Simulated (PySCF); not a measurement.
# How methods differ on the excitation energy of As

As [Ar] 3d10 4s2 4p3 (4S) → As [Ar] 3d10 4s1 4p3 4d1 (6D), as a difference of total energies. Computed with PySCF 2.14 in aug-cc-pVDZ-DK (6s5p3d, 36 functions), with scalar relativity by spin-free X2C-1e. Correlated levels: valence: [Ar] 3d10 frozen. The calculations carry no spin-orbit coupling.

```csv
method,excitation energy (eV)
UHF,14.075
LDA,16.701
PBE,16.318
PBE0,16.030
r2SCAN,15.910
B3LYP,16.670
B2PLYP,16.282
wB97X-V,16.432
TPSSh,16.097
MP2 (valence),15.206
SCS-MP2 (valence),15.411
```

Question: How much does correlation contribute at MP2 (valence)?

Answer: 15.206 − (14.075) = 1.131 eV, measured against UHF.

A first-order spin-orbit estimate (lowest level to lowest level, LS coupling) adds -0.005 eV.

The upper state lies above the first ionisation limit, but in LS coupling its spin forbids autoionisation to the ground ion.

The promoted electron is Rydberg-like, and one or two diffuse shells describe it only roughly, which tends to raise the upper state.

In the upper state the promoted electron has a positive orbital energy at LDA, PBE, PBE0, r2SCAN, B3LYP, B2PLYP, TPSSh, so the basis confines it.
